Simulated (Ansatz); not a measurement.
This geometry of ClF3H3O2Ta (10 atoms, charge 0, multiplicity 1) is a first-order saddle point.

The calculation used RKS BHLYP-D4/def2-SVP in Ansatz.

```xyz
10
Properties=species:S:1:pos:R:3
Ta -0.365 -0.429 -0.157
F 1.723 0.307 -0.275
F 0.104 -1.096 1.552
F -0.376 0.014 -1.981
O -0.740 1.277 0.450
H -0.430 2.134 0.728
Cl -2.383 -1.519 -0.207
O 1.067 -1.775 -0.740
H 1.279 -2.509 -0.164
H 1.823 -0.706 -0.574
```

Q: Which two structures does it join? (They come from a converged band through this point; their orientation in space is the band's.)

A: Bonds broken: O8–H10. Bonds formed: F2–H10.

Initial state:

```xyz
10
Properties=species:S:1:pos:R:3
Ta -0.042 -0.028 -0.079
F 1.746 0.555 -0.257
F 0.451 -0.687 1.628
F -0.247 0.236 -1.932
O -0.908 1.487 0.489
H -1.368 2.246 0.824
Cl -1.798 -1.613 -0.125
O 1.094 -1.873 -0.738
H 0.729 -2.745 -0.578
H 2.043 -1.879 -0.599
```

Final state:

```xyz
10
Properties=species:S:1:pos:R:3
Ta -0.411 -0.506 -0.171
F 1.797 0.377 -0.312
F 0.077 -1.075 1.572
F -0.359 0.008 -1.979
O -0.722 1.229 0.430
H -0.356 2.047 0.753
Cl -2.457 -1.530 -0.212
O 0.939 -1.833 -0.710
H 1.179 -2.534 -0.103
H 2.014 -0.486 -0.636
```

Q: How far does it lie above each of them?

A: 106.2 kJ/mol above the first and 5.3 kJ/mol above the second. This is the barrier of this one path; another mechanism may lie lower. The orbitals stay closed-shell, which can raise the energy where a bond breaks towards radicals; this wasn't checked here.

Run time: 8.7 min on 4 threads of Arm Neoverse V1, with other jobs on the host, peak memory 0.43 GiB.
